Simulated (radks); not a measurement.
Spin polarisation of the 3p4 shell in the argon ion Ar2+. Start: [Ne] 3s2 3p(up 2, down 2); electrons of 3p are moved from spin down to spin up, other shells keep equal spins. Method: scalar-relativistic Kohn-Sham, LDA (Slater exchange, Perdew-Wang correlation), spin-polarised, spherical densities, finite nucleus; Fermi nuclear charge, rms radius of each element as measured or else 0.836 A^(1/3) + 0.57 fm; computed with a radial shooting solver on a logarithmic mesh with Libxc functionals.

\begin{tabular}{lrrrrr}
moment (Bohr magnetons) & E - E(0) (eV) & e(3p up) (eV) & e(3p down) (eV) & 3s down minus up (eV) & 2p down minus up (eV) \\ \hline
0 & 0.000 & -35.494 & -35.494 & 0.000 & 0.000 \\
0.5 & -0.068 & -35.756 & -35.211 & 0.581 & 0.169 \\
1 & -0.273 & -36.000 & -34.907 & 1.166 & 0.338 \\
1.5 & -0.615 & -36.227 & -34.579 & 1.757 & 0.507 \\
2 & -1.097 & -36.436 & -34.225 & 2.357 & 0.676 \\
\end{tabular}

At moment 2 the spin-polarisation energy is -1.097 eV and the 3p exchange splitting 2.211 eV, that is 1.106 eV per Bohr magneton; E = -I m^2/4 would give I = 1.097 eV.
